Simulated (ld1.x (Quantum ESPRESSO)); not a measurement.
## Transferability test, ultrasoft potential for zinc

| Quantity | Value |
| --- | --- |
| Element | Zn |
| Generator | ld1.x (Quantum ESPRESSO) 7.5 |
| Type | ultrasoft |
| Functional | PBEsol |
| Relativity | scalar-relativistic |
| Frozen core | [Ar] 3d10 |
| Valence charge | 2 |
| Reference configuration | 4s1 4p0 (charge +1) |
| Partial waves | 4s (bound): rcut 1.65, rcutus 2.10 bohr; 4s channel at 3.6 Ry: rcut 1.65, rcutus 2.10 bohr; 4p (bound, empty): rcut 2.40, rcutus 2.70 bohr; 4p channel at -0.2 Ry: rcut 2.40, rcutus 2.70 bohr |
| Local potential | all-electron potential smoothed inside 2.60 bohr (lloc = -1) |
| Core correction | Bessel-smoothed model core inside 1.45 bohr |
| Augmentation charge | PSQ, radius 1.45 bohr |

Energies are relative to the spin-unpolarised reference configuration 4s1 4p0; without spin polarisation the order of configurations can differ from experiment.

**Question.** Give the all-electron excitation energy and the error of the potential for: 4s2 4p0; 4s1.5 4p0; 4s1 4p1; 4s0 4p1; 4s0 4p2.

**Answer.**

| valence configuration | charge | ΔE all-electron (eV) | error AE − PS (meV) |
| --- | --- | --- | --- |
| 4s2 4p0 | 0 | -9.899 | -113 |
| 4s1.5 4p0 | +0.5 | -5.950 | -35 |
| 4s1 4p1 | 0 | -4.773 | -25 |
| 4s0 4p1 | +1 | 6.358 | -31 |
| 4s0 4p2 | 0 | 0.704 | -8.9 |
